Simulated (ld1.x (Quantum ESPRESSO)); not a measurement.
# Cu, RRKJ: configuration errors across variants

ld1.x (Quantum ESPRESSO) 7.5 input, shortened:

```
&input
   title='Cu', zed=29., rel=2, dft='BP', iswitch=3,
   config='[Ar] 3d10 4s0 4p1', rel_dist='average'
 /
 &inputp
   pseudotype=2, tm=.false., rho0=0.005, lloc=2,
   nlcc=.false.
 /
3
3S  1  0   2.00   0.00  0.70  0.70  0.0
3P  2  1   6.00   0.00  1.15  1.15  0.0
3D  3  2  10.00   0.00  1.30  1.30  0.0
 &test
   configts(1)='3s2 3p6 3d10 4s0 4p1'
 /
```

Open shells are filled in proportion to 2j + 1 (rel_dist='average').

Occupied shells without a wave of their own: 4p. They enter only through the test configuration that unscreens the potential.

All-electron excitation energies from the reference (eV): (1) 3s2 3p6 3d10 4s0 4p0 4.108; (2) 3s2 3p6 3d9 4s0 4p0 25.545; (3) 3s2 3p6 3d9 4s1 4p0 7.555; (4) 3s2 3p6 3d10 4s0.5 4p0 -0.937; (5) 3s1 3p6 3d10 4s1 4p0 118.165; (6) 3s2 3p6 3d9 4s1 4p1 2.638.

For the base: The 4p level has no wave, so the channel is fitted at the deeper level alone: the likely source of the large errors.

On the changes marked as counting shells twice: ld1.x takes every shell without a wave as core, so the model core holds the marked electrons as well and exchange and correlation see them twice. This cancels in the reference configuration, but the file is broken for other ones, and its errors say nothing about a proper core correction.

Tests that are not counted but printed errors over 1 eV. “base”: 3s2 3p6 3d10 4s1 4p0 (pseudo-atom not self-consistent, printed error -4146 eV). “core correction a·sin(br)/r model core inside 0.40 bohr (4p counted twice)”: 3s2 3p6 3d10 4s1 4p0 (solver errors, printed error -4124 eV).

3 further variants failed, have other tests or another functional or relativity, and are left out.

Errors AE − PS in meV (a dash: test not solved or not reliable):

| change | (1) | (2) | (3) | (4) | (5) | (6) | bound ghosts |
| --- | --- | --- | --- | --- | --- | --- | --- |
| base | +149 | +288 | -297 | -76 | -403 | -431 | none |
| core correction a·sin(br)/r model core inside 0.40 bohr (4p counted twice) | -88 | -112 | -429 | -187 | -539 | -465 | none |
| local potential all-electron potential smoothed inside 0.65 bohr (lloc = -1) | -11 | -32 | +125 | +39 | -47 | +123 | none |

**Question.** Give the same row for: wave 3p (bound): rc 1.15 bohr becomes 3p (bound): rc 1.66 bohr.

**Answer.** –, –, –, –, –, –; bound ghosts: none. Not counted: all (the test run did not reproduce the reference configuration, from which every error is measured).
